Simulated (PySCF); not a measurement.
# Shapes and spin states of MoCl₃

These are results of PySCF, PBE0, basis Mo def2-SVP with ECP28, Cl def2-SVP (scalar-relativistic core potentials, no spin–orbit coupling, density fitting), not measurements.

Relaxations began from a few typed shapes and spin states; open shells are unrestricted. The search is not exhaustive: other isomers or separated fragments can lie lower, and high-lying points may rest on an excited occupation.

Q: Which is the lowest minimum found?
A. broken-symmetry Ms = 1/2 (⟨S²⟩ 1.76) C2v: Mo–Cl 2.264 Å, Mo–Cl 2.274 Å (×2); Cl–Mo–Cl 101.6° (×2), Cl–Mo–Cl 156.9°
B. quartet D3h: Mo–Cl 2.255 Å (×3); Cl–Mo–Cl 120.0° (×3)
C. broken-symmetry Ms = 1/2 (⟨S²⟩ 1.76) D3h: Mo–Cl 2.250 Å (×3); Cl–Mo–Cl 120.0° (×3)

A: B. The others lie at 70.6 (broken-symmetry Ms = 1/2 D3h), 143.8 (broken-symmetry Ms = 1/2 C2v) kJ/mol above it.

Formally Mo is in oxidation state +3, d3, with 3 unpaired electrons (the high-spin count). The Mulliken spin on Mo is 3.02. The polar-tensor charge on Mo, 1.47, is far below the formal one.

For the lowest minimum: other spin states or occupations of the open shell can lie lower.
